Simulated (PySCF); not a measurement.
**A survey of 29Si NMR shifts**

Computed data (PySCF 2.14): PBE0/pcSseg-1 with gauge-including orbitals, coordinates at the GFN2-xTB level. One computed conformer, one averaged value for each set of equivalent atoms, no relativistic terms, in vacuum.

Shieldings were converted by a linear fit to measured shifts: 29Si (scatter 8.9 ppm rms, 25.8 ppm with the 6 outliers that the fit left out vs TMS, solution or neat liquid). Occasional misses reach two or three times the rms, and more in compound classes unlike the fitted ones.

Question: Give the 29Si shifts of `[SiH3]C[C@@H](Cl)[C@H](Cl)[C@@H]1C[SiH2]1`, `CC[C@@H](O)C[SiH2]O`, `C#C[C@@H]1CN[SiH2][C@H](F)[C@H]1F`, `C/C(=C(\[SiH3])C[SiH3])C(Cl)Cl`, `N#CC#C[SiH2][C@H]([SiH3])CC#N`.

Answer: 
| compound | environment | δ (ppm) |
| --- | --- | --- |
| [SiH3:1][CH2:2][C@@H:3]([Cl:4])[C@H:5]([Cl:6])[C@@H:7]1[CH2:8][SiH2:9]1 | Si1: silicon bonded to C, 3 H | -69.3 |
| [SiH3:1][CH2:2][C@@H:3]([Cl:4])[C@H:5]([Cl:6])[C@@H:7]1[CH2:8][SiH2:9]1 | Si9: silicon bonded to 2 C, 2 H, in a 3-membered ring | -125.5 |
| CC[C@@H](O)C[SiH2]O | silicon bonded to C, O, 2 H | -21.8 |
| C#C[C@@H]1CN[SiH2][C@H](F)[C@H]1F | silicon bonded to C, N, 2 H, in a 6-membered ring | -41.7 |
| [CH3:1]/[C:2](=[C:3](\[SiH3:4])[CH2:5][SiH3:6])[CH:7]([Cl:8])[Cl:9] | Si4: silicon bonded to C, 3 H | -66.2 |
| [CH3:1]/[C:2](=[C:3](\[SiH3:4])[CH2:5][SiH3:6])[CH:7]([Cl:8])[Cl:9] | Si6: silicon bonded to C, 3 H | -67.4 |
| [N:1]#[C:2][C:3]#[C:4][SiH2:5][C@H:6]([SiH3:7])[CH2:8][C:9]#[N:10] | Si5: silicon bonded to 2 C, 2 H | -57.2 |
| [N:1]#[C:2][C:3]#[C:4][SiH2:5][C@H:6]([SiH3:7])[CH2:8][C:9]#[N:10] | Si7: silicon bonded to C, 3 H | -63.2 |

Question: Match the shifts -17.6, -32.2, -44.8 ppm to `C#C[C@@H]1C[SiH2][C@H](Cl)[C@H]1F`, `CC[C@H](CO)O[SiH3]`, `O=C(O)CO[SiH2]C(Cl)(Cl)Cl`.

Answer: -17.6: C#C[C@@H]1C[SiH2][C@H](Cl)[C@H]1F (silicon bonded to 2 C, 2 H, in a 5-membered ring); -32.2: O=C(O)CO[SiH2]C(Cl)(Cl)Cl (silicon bonded to C, O, 2 H); -44.8: CC[C@H](CO)O[SiH3] (silicon bonded to O, 3 H).
